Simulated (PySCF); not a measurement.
# Electric field gradients and quadrupole coupling constants

Compound: CH₁₄ClNSi₅.
Geometry (GFN2-xTB, Å), atoms numbered from 1 in this order:
```
atom  x, y, z in Å
Si1   -1.9675   -0.4698    1.2037
N2    -1.2483    0.4725   -0.0606
Si3   -0.8932    2.1705    0.0098
C4    -1.2140   -0.1310   -1.3905
Si5    0.1972   -1.4022   -1.6377
Si6    2.1716   -0.7311   -0.6090
Si7    2.2121   -0.1729    1.6523
Cl8    2.9615    0.8521   -1.6626
H9    -3.3987   -0.6781    0.9374
H10   -1.2956   -1.7751    1.2333
H11   -1.7648    0.2649    2.4448
H12   -0.8338    2.5295    1.4210
H13    0.3904    2.3805   -0.6661
H14   -1.9322    2.9447   -0.6844
H15   -2.1749   -0.6116   -1.6000
H16   -1.1051    0.6602   -2.1359
H17   -0.2255   -2.6933   -1.0721
H18    0.2477   -1.6225   -3.0943
H19    3.1813   -1.7805   -0.8660
H20    3.5674   -0.1979    2.2215
H21    1.6796    1.1610    1.9352
H22    1.4343   -1.1506    2.4194
```

Field gradients from the PBE0/pcSseg-1 density (PySCF, non-relativistic), principal values in atomic units, ordered |Vxx| ≤ |Vyy| ≤ |Vzz|:

| atom | Vxx | Vyy | Vzz |
| --- | --- | --- | --- |
| N2 | 0.1474 | 0.6889 | -0.8364 |
| Cl8 | -1.0897 | -1.2103 | 2.2999 |

Q: Find the asymmetry η = (Vxx − Vyy)/Vzz and the couplings χ = eQV/h (234.96 MHz × Q in barn × V in au), with Q(14N) = 0.02044 b, Q(35Cl) = −0.0817 b.

A: 
```tsv
atom	environment	nucleus	η	χzz (MHz)	χxx (MHz)	χyy (MHz)
N2	nitrogen bridging silicon atoms	14N	0.65	-4.017	0.708	3.309
Cl8	silicon-bound chlorine	35Cl	0.05	-44.15	20.92	23.23
```

Q: What is Vzz at Cl8 in SI units (1 au = 9.71736 × 10²¹ V/m²)?

A: 2.2999 au = 22.349 × 10²¹ V/m².

Q: And the gradient at the other heavy atoms, for which no coupling is worked out here?

A: 
```csv
atom,environment,Vzz (au),η
Si1,SiH3 silicon,0.334,0.12
Si3,SiH3 silicon,0.380,0.11
C4,sp3 carbon bound to nitrogen,0.262,0.20
Si5,SiH2 silicon,0.114,0.50
Si6,chlorine-bound silicon,0.785,0.03
Si7,SiH3 silicon,0.118,0.38
```

Were the hydrogens deuterons (Q(2H) = 0.00286 b), χzz would run from 102 kHz (H19) to 202 kHz (H16 and H15).

One conformer (not necessarily the lowest) at the GFN2-xTB geometry, without solvent, vibrations or thermal averaging. GFN2-xTB bond lengths can be off by several hundredths of an ångström, more for odd bonds, and the gradients follow them. With a basis this small, the couplings can be 20 % off.
